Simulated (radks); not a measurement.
Q: Radial electron density D(r) = 4 pi r^2 rho(r) of an atom or ion with 1 electrons. All-electron calculation, scalar-relativistic Kohn-Sham, r2SCAN, spin-polarised, spherical densities, finite nucleus; meta-GGA in the generalised Kohn-Sham scheme; Fermi nuclear charge, rms radius of each element as measured or else 0.836 A^(1/3) + 0.57 fm. Program: a radial shooting solver on a logarithmic mesh with Libxc functionals.

r (bohr),D(r) (e/bohr)
0.0359,0.1132
0.04179,0.1480
0.04826,0.1898
0.05618,0.2453
0.06541,0.3144
0.07614,0.3993
0.08864,0.5018
0.1032,0.6228
0.1201,0.7619
0.1399,0.9165
0.1628,1.081
0.1895,1.246
0.2207,1.399
0.2569,1.524
0.2967,1.599
0.3454,1.615
0.4021,1.556
0.4681,1.419
0.5449,1.213
0.6344,0.9622
0.7385,0.7001
0.8597,0.4607
1.001,0.2698
1.165,0.1380
1.356,0.06032
1.579,0.02200
1.838,0.006507

What is the nuclear charge?

A: Z = 3. The innermost maximum, from 1s, lies near gamma/Z bohr with gamma = sqrt(1 - (Z/c)^2) = 1.000, here 0.333 bohr (found: 0.332), and its height grows with Z. The density is that of the lithium ion Li2+ in 1s1; the configuration itself is not fixed sharply by these data. D(r) has 1 maximum, at r = 0.332 bohr.
